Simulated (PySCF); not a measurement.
Electron correlation in Cl⁶⁺ (chlorine, charge +6)

[Ne] 3s1, 2S determinant. Computed with PySCF 2.14 in an even-tempered Gaussian basis (19 s from 0.19 bohr⁻², ratio 2.5; 12 p from 0.24 bohr⁻², ratio 2.5; 5 d from 1.2 bohr⁻², ratio 2.7; 5 f from 1.8 bohr⁻², ratio 2.7), with the spin-free X2C one-electron Hamiltonian (Gaussian nucleus). Frozen: 1s2; 9 electrons correlated; the 22 highest virtual orbitals of each spin left out.

```json
{"level": "CCSD", "correlation energy (mhartree)": "-306.01"}
{"level": "(T)", "correlation energy (mhartree)": "-1.24"}
{"level": "CCSD(T)", "correlation energy (mhartree)": "-307.25"}
```

Diagnostics: T1 = 0.0013, D1 = 0.0048, largest double amplitude 0.006.

Q: Is a single reference adequate?

A: Yes, within this model without spin-orbit coupling: T1 lies below 0.03 and no double amplitude reaches 0.07.
